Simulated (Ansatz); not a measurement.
`F[SiH](F)Cl`. Charge 0, multiplicity 1.

```
atom   x (Å)   y (Å)   z (Å)
  F1   0.006   1.591  -0.024
 Si2   0.095   0.016  -0.019
  F3   0.067  -0.469  -1.518
 Cl4  -1.514  -0.730   0.944
  H5   1.345  -0.408   0.617
```

Question: List the harmonic frequencies (cm⁻¹, unscaled) at PBE0-D4/def2-TZVP in Ansatz. (An estimate is asked.)

Answer: The calculation gave: 226, 274, 364, 579, 827, 830, 904, 985, 2340.

Question: Is this a minimum?

Answer: Yes, all 9 modes are real.

Question: Give the ideal-gas thermochemistry at 298.15 K and 1 bar (rigid rotor, harmonic oscillator; point group Cs, symmetry number 1).

Answer: Zero-point energy 43.8 kJ/mol; H(298) − E = 58.3 kJ/mol; entropy 299.3 J/(mol·K), of which translation 166.6, rotation 109.0, vibration 23.8; G(298) − E = -31.0 kJ/mol.

Question: And at 400, 500, 600, 800 and 1000 K?

Answer: 
```csv
T (K),H − E (kJ/mol),S (J/mol/K),G − E (kJ/mol)
400,65.7,320.7,-62.6
500,73.8,338.6,-95.6
600,82.4,354.3,-130.2
800,100.7,380.7,-203.8
1000,120.0,402.2,-282.2
```
